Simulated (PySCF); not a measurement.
Zr(F)3(OH) (F₃HOZr), SMILES [F][Zr]([F])([F])[OH], multiplicity 1.

Coordinates come from a B3LYP-D3(BJ)/def2-SVP optimisation. The multiplicity is an assumed one; other spin states were not compared. The def2 effective core potentials stand for the cores of Zr; spin–orbit coupling is left out. One conformer was computed; it need not be the lowest.

Two levels are set side by side: TDDFT-PBE/def2-SVPD (PySCF) and TDDFT-M06-2X/def2-SVPD (PySCF). Vertical, same geometry. The lowest singlet is HOMO→LUMO 50 %, HOMO−1→LUMO+1 50 % with PBE and HOMO−1→LUMO+1 39 %, HOMO→LUMO+2 39 %, HOMO−1→LUMO+6 8 %, HOMO→LUMO+5 8 % with the other functional; states are paired by order. Differences are taken from unrounded values.

```csv
quantity,TDDFT-M06-2X
lowest singlet excitation (eV),7.96
lowest triplet excitation (TDA) (eV),7.51
```

### Question
What does TDDFT-PBE give, and how far is it from TDDFT-M06-2X? (The exact figures need the calculation; the answer reports its results.)

### Answer

| quantity | TDDFT-PBE | TDDFT-PBE minus TDDFT-M06-2X |
|---|---|---|
| lowest singlet excitation (eV) | 6.80 | -1.16 |
| lowest triplet excitation (TDA) (eV) | 6.48 | -1.03 |

Functionals without exact exchange tend to place singlet excitations lower, as here. Differences between two approximate levels are no errors against the true value.

Rough cost on one machine, each run with all the roots and properties that it gave: TDDFT-M06-2X against TDDFT-PBE about 20 times.
